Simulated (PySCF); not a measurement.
Record of a relaxation.

C7H13N.
Numbering: `[CH3:1][CH:2]=[C:3]=[C:4]([CH3:5])[N:6]([CH3:7])[CH3:8]` (hydrogens: H9, H10, H11 on C1; H12 on C2; H13, H14, H15 on C5; H16, H17, H18 on C7; H19, H20, H21 on C8)

Computed by this run: PySCF 2.14.0, PBE0-D3(BJ)/def2-SVP geometry optimisation, gas phase; density fitting, grid level 2; the optimiser is geomeTRIC in internal coordinates, started from a GFN2-xTB structure. 3 of its 6 geometries are shown. The frame can shift and turn from step to step; on so coarse a grid that alone can change the energy by a few meV, and forces under 0.02 eV/Å are noise.

Step 0: E = -8942.5255 eV, largest atomic force 1.017 eV/Å
```
atom  x, y, z in Å  |  force x, y, z in eV/Å
C1      3.008   -1.040   -0.241   -0.360   0.180  -0.278
C2      1.903   -0.526   -1.119    0.730  -0.329   0.293
C3      0.830    0.054   -0.676    0.053  -0.047  -0.079
C4     -0.235    0.675   -0.234   -0.883   0.484   0.145
C5     -0.213    2.169   -0.043    0.078  -0.503  -0.028
N6     -1.457    0.017   -0.010    0.129  -0.175   0.139
C7     -1.407   -1.417   -0.179   -0.121   0.544  -0.013
C8     -2.227    0.427    1.143    0.304  -0.150  -0.419
H9      3.955   -0.580   -0.522    0.437   0.111  -0.067
H10     2.805   -0.819    0.804   -0.036   0.051   0.398
H11     3.111   -2.119   -0.359    0.132  -0.420  -0.014
H12     2.056   -0.675   -2.185   -0.038  -0.027  -0.532
H13     0.690    2.576   -0.490    0.283   0.172  -0.117
H14    -1.079    2.623   -0.521   -0.353   0.216  -0.170
H15    -0.217    2.429    1.015   -0.036   0.173   0.377
H16    -0.959   -1.641   -1.146    0.129  -0.164  -0.287
H17    -2.423   -1.813   -0.157   -0.317  -0.177   0.003
H18    -0.814   -1.918    0.600    0.197  -0.170   0.212
H19    -2.379    1.503    1.132   -0.101   0.379   0.074
H20    -3.205   -0.054    1.095   -0.328  -0.093   0.036
H21    -1.751    0.146    2.094    0.099  -0.055   0.326
```

Step 2: E = -8942.5876 eV, largest atomic force 0.052 eV/Å
```
atom  x, y, z in Å  |  force x, y, z in eV/Å
C1      3.291   -1.320   -0.041   -0.008   0.000   0.027
C2      2.146   -0.815   -0.871   -0.001   0.003  -0.052
C3      1.061   -0.237   -0.411    0.017  -0.004   0.043
C4     -0.032    0.392   -0.002    0.000  -0.004   0.001
C5     -0.021    1.888    0.167    0.002   0.014  -0.004
N6     -1.244   -0.269    0.239    0.008   0.008  -0.004
C7     -1.236   -1.692    0.037    0.007  -0.028   0.007
C8     -2.028    0.161    1.371   -0.012   0.002   0.019
H9      4.241   -0.850   -0.347   -0.008   0.006  -0.005
H10     3.130   -1.117    1.027   -0.001  -0.001  -0.001
H11     3.421   -2.408   -0.170   -0.002   0.003  -0.006
H12     2.246   -0.960   -1.959    0.000  -0.003   0.001
H13     0.896    2.308   -0.266    0.004  -0.004   0.004
H14    -0.888    2.342   -0.340    0.002  -0.007  -0.005
H15    -0.056    2.184    1.228   -0.005  -0.003  -0.001
H16    -0.800   -1.926   -0.945   -0.006   0.005  -0.003
H17    -2.267   -2.075    0.063   -0.002   0.002   0.003
H18    -0.641   -2.237    0.801   -0.002   0.009  -0.006
H19    -2.166    1.250    1.368    0.007   0.000  -0.003
H20    -3.028   -0.295    1.314    0.001   0.002  -0.007
H21    -1.583   -0.126    2.348   -0.003  -0.001  -0.007
```

Step 5: E = -8942.5883 eV, largest atomic force under 0.02 eV/Å
```
atom  x, y, z in Å  |  force x, y, z in eV/Å
C1      3.298   -1.319   -0.047   -0.008   0.005  -0.002
C2      2.146   -0.816   -0.869    0.002  -0.001  -0.009
C3      1.064   -0.243   -0.398    0.016   0.003   0.010
C4     -0.030    0.389    0.007   -0.013   0.009  -0.006
C5     -0.018    1.886    0.168    0.007  -0.010  -0.001
N6     -1.244   -0.270    0.244   -0.001  -0.008   0.011
C7     -1.237   -1.694    0.043   -0.005   0.009  -0.001
C8     -2.036    0.163    1.369    0.001  -0.001  -0.013
H9      4.241   -0.837   -0.353    0.000   0.000   0.003
H10     3.139   -1.127    1.023    0.001  -0.002   0.002
H11     3.437   -2.405   -0.188    0.001   0.001   0.000
H12     2.240   -0.954   -1.958   -0.002  -0.003  -0.003
H13     0.908    2.299   -0.250    0.001   0.001   0.002
H14    -0.875    2.336   -0.359    0.001   0.002  -0.001
H15    -0.074    2.189    1.226   -0.002   0.000  -0.001
H16    -0.807   -1.928   -0.942   -0.001  -0.002   0.001
H17    -2.268   -2.076    0.076    0.001  -0.002   0.002
H18    -0.638   -2.238    0.804    0.003  -0.002   0.000
H19    -2.160    1.254    1.368    0.001  -0.001   0.002
H20    -3.040   -0.281    1.298   -0.001   0.002   0.001
H21    -1.604   -0.132    2.350   -0.001  -0.002   0.003
```

Q: Summarise the path.

A: The energy falls by 1.45 kcal/mol from step 0 to step 5; nine tenths of that is first reached at step 1. It falls at every step. The largest force goes from 1.017 to under 0.02 eV/Å. Among the bonds C3=C4 changes most, from 1.309 to 1.326 Å; the atoms move by 0.066 Å rms after alignment.

What follows is the cost of the whole optimisation. On one thread, Arm Neoverse V1 (aarch64) (shared host), this took 98 s of wall time and 0.81 GiB of memory at its peak.
